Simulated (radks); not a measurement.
Q: The cobalt ion Co9+, configuration [Ar]. Calculated with a radial shooting solver on a logarithmic mesh with Libxc functionals: non-relativistic Kohn-Sham, exchange-only LDA, spin-polarised, spherical densities, point nucleus. Some entries of the table are withheld. Estimate them.

orbital  occ.  eigenvalue (hartree)  <r> (bohr)  <r^2> (bohr^2)
1s          2             -283.6651     0.05702        0.004358
2s          2                   (1)      0.2587             (2)
2p          6             -36.42449         (3)         0.06260
3s          2                   (4)         (5)          0.5822
3p          6              -9.48431         (6)          0.5944

A: 
(1) 2s eigenvalue (hartree): -40.65844
(2) 2s <r^2> (bohr^2): 0.07883
(3) 2p <r> (bohr): 0.2260
(4) 3s eigenvalue (hartree): -10.79925
(5) 3s <r> (bohr): 0.7145
(6) 3p <r> (bohr): 0.7169
